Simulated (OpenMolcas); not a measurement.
Au2+ (d9) among equal point charges was computed by CASSCF with the d shell active (OpenMolcas, ANO-RCC-VDZP on the metal). Its lowest spin-free states, and all those of the highest spin:

| 2S+1 | Degeneracy | E (cm-1) |
| --- | --- | --- |
| 2 | 2 | 0.0 |
| 2 | 2 | 10968 |
| 2 | 1 | 14332 |

Task: Is the site octahedral, tetrahedral or cube-like, axial, or of lower symmetry?

Result: The states with 2S+1 = 2 have orbital degeneracies 2, 2, 1. There are pairs but no triples, so the site is axial: not cubic, but with a proper or improper axis of order three or more. The run had Au2+ among 3 point charges of -1.5 e arranged as a planar triangle (D3h), 1.92 Å from the ion.

An orbital doublet at a regular site is open to a Jahn-Teller distortion, which this geometry leaves out. This is an electrostatic model: the charges have no orbitals. No measured value stands beside these numbers.
